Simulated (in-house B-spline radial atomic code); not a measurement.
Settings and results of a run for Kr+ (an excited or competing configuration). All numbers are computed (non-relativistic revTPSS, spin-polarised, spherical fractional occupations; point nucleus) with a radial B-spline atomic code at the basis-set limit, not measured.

Command:
```bash
python run_scf.py task.json out
```
Settings:
```
Z                36
configuration    [Ar] 3d10 4s1 4p5 4f1
hamiltonian      nr
method           revtpss,revtpss
spin_polarised   True
```

Output (hartree, bohr):
```
 radial grid: 62 intervals, B-splines of order 8, outer radius 60 bohr

 iter        energy (Eh)    residual
    1       -2751.266852    5.34e-02
    2       -2751.270092    2.50e-03
    3       -2751.270203    7.17e-04
    4       -2751.270208    3.21e-04
    5       -2751.270213    3.06e-05
    6       -2751.270214    1.70e-05
    7       -2751.270214    7.50e-06
    8       -2751.270214    1.52e-06
    9       -2751.270214    2.57e-07

 total energy                     -2751.27021
 kinetic                            2749.7261
 electron-nucleus                  -6549.4426
 Hartree                            1142.4924
 exchange-correlation                -94.0460

 orbital      occ     eigenvalue          <r>       <r^2>       <1/r>       r_max
 1s up      1.000      -512.4591    0.0424251  0.00240995     35.5141     0.02803
 1s down    1.000      -512.4515    0.0424251  0.00240994      35.514     0.02804
 2s up      1.000       -67.3731     0.187641   0.0414363     7.89469       0.158
 2s down    1.000       -67.3685      0.18764    0.041435     7.89444       0.158
 2p up      3.000       -60.9286     0.161929   0.0320172     7.86655      0.1251
 2p down    3.000       -60.9220     0.161932   0.0320177     7.86632      0.1251
 3s up      1.000       -10.2715     0.540738    0.335806     2.62621      0.4763
 3s down    1.000       -10.2632     0.540655    0.335574     2.62564      0.4765
 3p up      3.000        -7.9830     0.545128    0.347373     2.51512      0.4674
 3p down    3.000        -7.9730     0.544783    0.346718     2.51557      0.4676
 3d up      5.000        -3.9185     0.553262    0.376566     2.27677      0.4109
 3d down    5.000        -3.9046     0.551352    0.373205     2.28114      0.4109
 4s up      1.000        -1.6035      1.52209     2.62161    0.868786        1.34
 4p up      3.000        -1.0709      1.72097     3.38212    0.760881       1.477
 4p down    2.000        -0.9841      1.75315     3.52325    0.747935       1.495
 4f up      1.000        -0.0950      8.50879     79.9779    0.132332       8.128
```

Time taken, with all properties: 0.2 s on 1 thread of Arm Neoverse V1 (shared host).
